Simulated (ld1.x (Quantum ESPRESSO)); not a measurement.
## Plane-wave convergence, PAW potential for neon

ld1.x (Quantum ESPRESSO) 7.5 input, shortened:

```
&input
   title='Ne', zed=10., rel=1, dft='PZ', iswitch=3,
   config='[He] 2s2 2p5.5 3d-2'
 /
 &inputp
   pseudotype=3, lpaw=.true., tm=.true., lloc=2,
   nlcc=.true., new_core_ps=.true., rcore=0.40,
   which_augfun='GAUSS', rmatch_augfun=0.65
 /
5
2S  1  0   2.00   0.00  0.65  0.80  0.0
2S  1  0   0.00  -2.65  0.65  0.80  0.0
2P  2  1   5.50   0.00  0.75  0.80  0.0
2P  2  1   0.00  -0.80  0.75  0.80  0.0
3D  3  2  -2.00  -0.05  0.85  0.85  0.0
 &test
   configts(1)='2s2 2p5.5'
 /
```

The pseudo-atom Hamiltonian at the reference potential is diagonalised in spherical Bessel functions j_l(qr) that vanish at 20 bohr, with q² up to the cutoff. All-electron valence levels (Ry): 2s -3.3259, 2p -1.6531.

How do the lowest levels (Ry) of each channel move with the cutoff, and are there ghosts?

| cutoff (Ry) | s #1 | s #2 | p #1 | d #1 | f #1 | Σ f·Δε (mRy) |
| --- | --- | --- | --- | --- | --- | --- |
| 8 | -2.8107 | -0.1857 | -0.3145 | -0.0067 | 0.0434 | 8399.2 |
| 21 | -3.2821 | -0.2111 | -0.6758 | -0.0067 | 0.0434 | 5469.1 |
| 45 | -3.3248 | -0.2130 | -1.3304 | -0.0067 | 0.0434 | 1783.5 |
| 80 | -3.3265 | -0.2131 | -1.6231 | -0.0067 | 0.0434 | 170.4 |
| 140 | -3.3268 | -0.2131 | -1.6534 | -0.0067 | 0.0434 | 2.8 |
| 260 | -3.3269 | -0.2131 | -1.6539 | -0.0067 | 0.0434 | 0.2 |
| 400 | -3.3269 | -0.2131 | -1.6539 | -0.0067 | 0.0434 | 0.0 |

Result: no extra level below or beside the all-electron valence levels (s, p, d, f tested); 10 mRy is reached at 120 Ry and 1 mRy at 200 Ry.
